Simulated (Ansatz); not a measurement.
Total energies of AsP₂ (the lowest doublet isomer of a short search) from Ansatz at PBE0-D4/def2-TZVP, gas phase (1 Eh = 27.2114 eV = 2625.5 kJ/mol). The reference geometry is relaxed at PBE-D4/def2-TZVP.

```xyz
3

P    -0.395    0.333    1.091
P    -0.917    0.057   -0.874
As    1.312   -0.390   -0.217
```

```
                 state                     geometry  energy (Eh)
      charge 0 doublet                    reference  -2918.07413
      charge 1 singlet                    reference  -2917.79000
      charge 1 singlet  relaxed at PBE-D4/def2-TZVP  -2917.79611
      charge 0 quartet  relaxed at PBE-D4/def2-TZVP  -2918.00445
 free P atom (quartet)                            –   -341.13505
free As atom (quartet)                            –  -2235.53903
```

(1) Work out the vertical ionisation energy to the singlet.

(2) How much does the charge 1 singlet relax, and what is the adiabatic ionisation energy?

(3) Which of the charge 0 states is lowest, and how far above it are the others?

(4) What is the binding energy per atom against free atoms?

(1) E(charge 1 singlet) − E(charge 0 doublet) = -2917.79000 − (-2918.07413) = 0.28413 Eh = 7.73 eV. For comparison, −ε of the highest occupied level of the spin that leaves is 5.71 eV at this level, 2.02 eV less.

(2) Relaxation: -2917.79000 − (-2917.79611) = 0.00611 Eh = 0.17 eV. Adiabatic ionisation energy: 0.27802 Eh = 7.57 eV, without zero-point energy. 

(3) The doublet. quartet: -2918.00445 − (-2918.07413) = 0.06968 Eh = 182.9 kJ/mol.

(4) Atoms: 2 × (-341.13505) + 1 × (-2235.53903) = -2917.80913 Eh. Binding: -2917.80913 − (-2918.07413) = 0.26500 Eh = 7.21 eV, or 2.40 eV for each of 3 atoms (no zero-point energy, no counterpoise term).

The structure comes from a short search, and lower isomers may exist.
